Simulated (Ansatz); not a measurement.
Reaction (ligand exchange at a Ge–C bond): `[CH3][GeH2][Cl]` + `CN[SiH2]Cl` → `C[N]([SiH2]Cl)[GeH2][Cl]` + CH₄

Gas-phase electronic energies from Ansatz, PBE0-D4/def2-TZVP geometries. CCSD(T)/CBS is the MP2 limit (def2-TZVPP, def2-QZVPP) plus CCSD(T) − MP2 in def2-TZVPP, frozen cores. This one scheme is used for every species. Functionals use def2-TZVPP. B3LYP here is the variant with VWN-RPA as its local correlation; programs differ in this. For Ge outer-core shells are correlated without core-valence functions, which leaves a few kJ/mol of doubt a bond. Scalar relativity is left out up to krypton. One conformer a species, not always the lowest.

| level | ΔE (kJ/mol) | difference from CCSD(T)/CBS |
| --- | --- | --- |
| PBE-D4 | -28.0 | 5.4 |
| PBE0-D4 | -27.6 | 5.8 |
| B3LYP-D4 | -33.6 | -0.2 |
| ωB97X-V | -29.9 | 3.5 |
| ωB97M-V | -29.6 | 3.8 |
| B2PLYP | -28.7 | 4.7 |
| PBE | -19.8 | 13.6 |
| r2SCAN | -27.6 | 5.8 |
| PBE0 | -20.1 | 13.3 |
| HF/def2-TZVPP | -23.4 | 10.0 |
| SCS-MP2/def2-TZVPP | -36.8 | -3.4 |
| CCSD/def2-TZVPP | -32.1 | 1.3 |
| CCSD(T)/def2-TZVPP | -35.3 | -1.9 |
| HF/def2-QZVPP | -23.3 | 10.1 |
| HF/CBS(def2) | -23.3 | 10.1 |
| MP2/CBS(def2) | -36.8 | -3.4 |
| CCSD(T)/CBS | -33.4 | 0 |

Largest T1 diagnostic among the species: 0.011.

The D4 term adds −13.0 kJ/mol with B3LYP and −7.5 kJ/mol with PBE0; it sums over pairs of atoms, weighted by their polarisabilities, and B3LYP, whose exchange is more repulsive, gets the larger term. In def2-TZVPP, CCSD(T) changes the Hartree–Fock value by −11.9 kJ/mol (the triples alone add −3.2 kJ/mol) and MP2 by −15.3 kJ/mol.
